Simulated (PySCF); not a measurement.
Molecule: SMILES [H]/N=C\c1ncccn1, C$_{5}$H$_{5}$N$_{3}$.

Bonds (- single, = double, # triple, : aromatic): N1=C2, C2-C3, C3:N4, N4:C5, C5:C6, C6:C7, C7:N8, N8:C3. N1 carries H9; C2 carries H10; C5 carries H11; C6 carries H12; C7 carries H13. Stereochemistry as in [H]/N=C\c1ncccn1.

Frames of a GFN2-xTB Langevin trajectory at 400 K; GIAO PBE0/pcSseg-1 shieldings in PySCF, gas phase, non-relativistic; equivalent atoms averaged within each frame.

δ = σ(ref) − σ, references computed at the same level: 15N (267.73 ppm) vs NH3; 13C (186.93 ppm) and 1H (31.72 ppm) vs TMS. The references are static minima.

How do the shifts (ppm) fluctuate along the trajectory?

Answers


```tsv
time (fs)	N1	N4/N8	C5/C7	C2	C3	C6	H9	H11/H13	H10	H12
250	396.0	327.2	170.1	166.4	163.2	130.5	14.71	9.41	8.43	8.26
425	446.7	328.4	172.1	175.8	163.1	130.2	14.88	9.56	9.77	7.98
625	384.6	331.1	163.5	173.4	161.5	127.5	12.31	8.65	9.70	7.76
800	406.0	325.6	168.0	175.8	154.6	137.6	13.71	9.50	9.25	7.08
1000	400.0	322.1	157.8	172.9	155.5	122.2	13.84	8.73	8.13	7.60
mean of frames	406.7	326.9	166.3	172.9	159.6	129.6	13.89	9.17	9.05	7.74
standard deviation	23.7	3.3	5.7	3.8	4.2	5.6	1.02	0.44	0.74	0.44
```

5 frames give an uncertainty of the mean of about the standard deviation over 2.2 at best, since frames this close in time may not be independent; classical motion lacks zero-point vibration, and the reference would need the same averaging.
